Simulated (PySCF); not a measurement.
CH₃BrSTe, SMILES CS[Te]Br. Geometry optimised at B3LYP-D3(BJ)/def2-SVP. This is a generated structure with no PubChem entry under its InChIKey; it may be hypothetical. The def2 effective core potentials stand for the cores of Te; spin–orbit coupling is left out. The values are those of a single conformer.

Computed equilibrium geometry at B3LYP-D3(BJ)/def2-SVP (PySCF confirms it by a frequency run) as Cartesian coordinates in Å (one conformer of several):
```xyz
7

Te     0.0649    -0.2986     0.8677
Br     0.8492     1.6386    -0.6316
S     -0.6806    -1.8975    -0.7467
C     -2.3575    -1.3066    -1.1940
H     -3.0139    -1.2690    -0.3148
H     -2.7508    -2.0354    -1.9190
H     -2.2961    -0.3181    -1.6685
```
Charge 0, spin multiplicity 1.
